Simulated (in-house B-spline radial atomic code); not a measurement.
Radial electron density of I II (I+), [Ar] 3d9 4s2 4p6 4d10 5s2 5p4 5f1. Method: non-relativistic B3LYP, spherical fractional occupations, point nucleus, inside a hard spherical wall at 2.59 bohr. Calculated with a radial B-spline atomic code at the basis-set limit.

Caution: exact exchange at fractional occupations of open shells leaves self-interaction of up to several eV.

Columns: r (bohr), 4πr²n(r) (electrons per bohr), bar.

```
 0.00141    2.263 #
  0.0017     3.19 ##
 0.00205    4.469 ##
 0.00247    6.206 ###
 0.00298    8.558 ####
  0.0036     11.7 ######
 0.00434    15.72 ########
 0.00524    20.83 ##########
 0.00633     27.1 ##############
 0.00763    34.33 #################
 0.00921    42.38 #####################
  0.0111    50.54 #########################
  0.0134    58.06 #############################
  0.0162    63.79 ################################
  0.0195    66.62 ##################################
  0.0236    66.22 #################################
  0.0285    63.26 ################################
  0.0343    59.95 ##############################
  0.0414     59.2 ##############################
    0.05    63.59 ################################
  0.0604     72.9 #####################################
  0.0728    82.89 ##########################################
  0.0879    87.41 ############################################
   0.106    82.49 ##########################################
   0.128    71.12 ####################################
   0.154    62.66 ################################
   0.186    63.68 ################################
   0.225    70.27 ###################################
   0.271    69.48 ###################################
   0.328    54.57 ###########################
   0.395    35.33 ##################
   0.477    25.47 #############
   0.576    27.48 ##############
   0.695    30.33 ###############
   0.838     25.9 #############
    1.01    17.31 #########
    1.22     11.2 ######
    1.47    9.261 #####
    1.78    7.753 ####
    2.15    3.434 ##
    2.56  0.01913
```

On this grid the curve has 4 maxima, near 0.0195, 0.0879, 0.225, 0.695 bohr.

The 5p radial function P(r) = rR(r), positive near the nucleus:

```tsv
r (bohr)	P
0.0017	0.001093
0.00247	0.002261
0.0036	0.00466
0.00524	0.009451
0.00763	0.0188
0.0111	0.03624
0.0162	0.06724
0.0236	0.1165
0.0343	0.1821
0.05	0.2431
0.0728	0.2412
0.106	0.09884
0.154	-0.1796
0.225	-0.3756
0.328	-0.1462
0.477	0.4011
0.695	0.527
1.01	-0.1679
1.47	-0.9556
2.15	-0.678
```
